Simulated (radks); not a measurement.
Species: the nitrogen anion N2-. Configuration: [He] 2s2 2p5.

Calculated with a radial shooting solver on a logarithmic mesh with Libxc functionals: non-relativistic Kohn-Sham, LDA (Slater exchange, Perdew-Wang correlation), spin-polarised, spherical densities, point nucleus; open shells are filled with parallel spins first; Watson sphere of charge +2 and radius 3.49 bohr.

Energy parts (eV; the electron-nucleus part includes the sphere):
total: -1603.811
kinetic: 1466.352
electron-nucleus: -3750.574
Hartree: 861.712
exchange-correlation: -181.301

Orbitals (lengths in bohr, moments of r in powers of bohr):
orbital,occ.,eigenvalue (eV),<1/r>,<r^2>,<r>
1s up,1,-375.6670,6.590,0.07252,0.2315
1s down,1,-375.1624,6.596,0.07232,0.2312
2s up,1,-14.7777,1.041,2.530,1.424
2s down,1,-13.6158,1.021,2.661,1.456
2p up,3,-4.4040,0.7704,5.590,1.990
2p down,2,-3.5280,0.7044,7.126,2.239

The highest occupied level is 2p down at -3.528 eV. The spin density at the nucleus is 0.0273 e/bohr^3 (1s -0.1577, 2s 0.1851), a Fermi contact field of 1.43 T. The electron density at the nucleus is 202.8 e/bohr^3.
